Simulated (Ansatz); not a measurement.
The same path of F2H2Si + H2O (8 atoms, charge 0, multiplicity 1) was run twice with different band settings. Lost on the way: Si1–F2, O6–H8. Made: Si1–O6, F2–H8.

The calculation used RKS B3LYP/6-31G* (Ansatz 0.2.0).

Relaxed end points:

```xyz
8
Properties=species:S:1:pos:R:3
Si 0.258 0.032 -0.099
F 0.257 -0.132 1.508
F 1.817 0.031 -0.503
H -0.276 1.347 -0.493
H -0.330 -1.160 -0.743
O -2.343 0.024 0.755
H -2.701 -0.877 0.713
H -2.010 0.105 1.663
```

```xyz
8
Properties=species:S:1:pos:R:3
Si -0.300 -0.092 -0.501
F -0.594 0.908 2.565
F 1.031 -0.845 -0.017
H -0.110 1.366 -0.458
H -0.633 -0.619 -1.845
O -1.574 -0.421 0.531
H -1.967 -1.304 0.480
H -1.182 0.378 2.045
```

Common settings: movable images 9; climbing image yes; spring 5.0 eV/Å²; start path through a guess of the saddle point; force threshold 0.03 eV/Å; iteration limit 60; end points relaxed.

| run | optimiser | largest step |
| --- | --- | --- |
| 1 | quadratic models (default) | default |
| 2 | lbfgs | 0.02 Å |

(1) What does each run give, and how far can it be trusted?

Results:

(1) Run 1: converged after 15 iterations, highest image 1.320 eV above the first end. A vibrational analysis at the climbing image gives one clearly imaginary mode, 744i cm⁻¹: a first-order saddle point.
Run 2: not converged after 60 iterations, highest image 1.450 eV above the first end. The band didn't meet its force threshold, so its energies are provisional: the largest band force was still 0.23 eV/Å, and over the last iterations the top stayed at 1.45 eV.
The orbitals stay closed-shell, which can raise the energy where a bond breaks towards radicals; this wasn't checked here.
